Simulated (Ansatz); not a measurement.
# A family of molecules: the atomisation energy (no zero-point term)

Gas-phase molecules, one atom swapped for its congeners: C6H18BN3 `CN(C)B(N(C)C)N(C)C`; C6H18AlN3 `C[N](C)[Al]([N](C)C)[N](C)C`; C6H18GaN3 `C[N](C)[Ga]([N](C)C)[N](C)C`; C6H18InN3 `C[N](C)[In]([N](C)C)[N](C)C`. All are singlets with charge 0.

Shapes, held fixed at every level: PBE0-D4/def2-TZVP. Programs: Ansatz 0.2.0. Values in eV.

Task: How should the atomisation energy change along the series?

Result: At CCSD(T)/def2-TZVPP the atomisation energy falls at every step, from 110.97 to 103.48 eV. Every level shows the same order. For atoms past krypton def2 sets carry core potentials with scalar relativity. Relativity is left out for Ga. Outer-core shells of Ga, In are correlated, in sets that cover them unevenly. Spin-orbit coupling, which grows down the group, is left out (summed over each molecule's free atoms 0.02, 0.03, 0.09, 0.20 eV). Coupled cluster in double- or triple-zeta sets underbinds by a few per cent against its basis-set limit.

```csv
level,C6H18BN3,C6H18AlN3,C6H18GaN3,C6H18InN3
HF/def2-SVP,84.71,81.22,79.03,76.59
HF/def2-TZVPP,83.09,79.95,77.65,75.47
SPW92/def2-TZVPP,130.37,125.81,123.91,121.71
PBE-D4/def2-TZVPP,116.48,112.51,110.43,108.38
PBE0-D4/def2-TZVPP,114.72,110.81,108.71,106.56
wB97X-V/def2-TZVPP,114.24,110.71,108.58,106.54
CCSD(T)/def2-TZVPP,110.97,107.53,105.65,103.48
```
